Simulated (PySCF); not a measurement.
A structure optimised at PBE-D3(BJ)/def2-SVP, used in a PySCF frequency run:

```xyz
10

O     -0.2793    -2.4196     0.0000
C      0.0601    -1.2465     0.0000
C      1.5158    -0.7270     0.0000
O      1.4485     0.7244     0.0000
C      0.1503     1.0331     0.0000
F     -0.1072     2.3176     0.0000
C     -0.7286    -0.0203     0.0000
F     -2.0568     0.0635     0.0000
H      2.0683    -1.0514     0.9042
H      2.0683    -1.0514    -0.9042
```
Charge 0, spin multiplicity 1.

Task: Write its SMILES, formula and point group.

Result: O=C1COC(F)=C1F, C4H2F2O2, Cs

Task: What are its rotational constants (standard atomic weights)?

Result: 3.1697, 2.0549, 1.2569 GHz
